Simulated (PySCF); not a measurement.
AsF2, SMILES F[As]F, multiplicity 2. Coordinates come from a B3LYP-D3(BJ)/def2-TZVP optimisation. The isomer is the one that the SMILES or the coordinates give; other isomers of the formula were not compared.

These are B3LYP-D3(BJ)/def2-TZVP in PySCF 2.14.0 values and carry that method's errors.

Harmonic wavenumbers (cm⁻¹): 262, 665, 696. Rotational constants (GHz): 14.93, 7.821, 5.133; symmetry number 2.

Work out the zero-point energy and the ideal-gas rigid-rotor harmonic-oscillator thermochemistry at 298.15 K and 1 atm.

ZPE = ½ Σ hcν = ½ × 1623 cm⁻¹ = 2.32 kcal/mol. H − E(el) = 5.14 kcal/mol. Entropy in cal/(mol K): translation 40.08, rotation 22.42, vibration 2.31, spin 1.38, total 66.19. G − E(el) = -14.60 kcal/mol. Cp = 11.43 cal/(mol K).
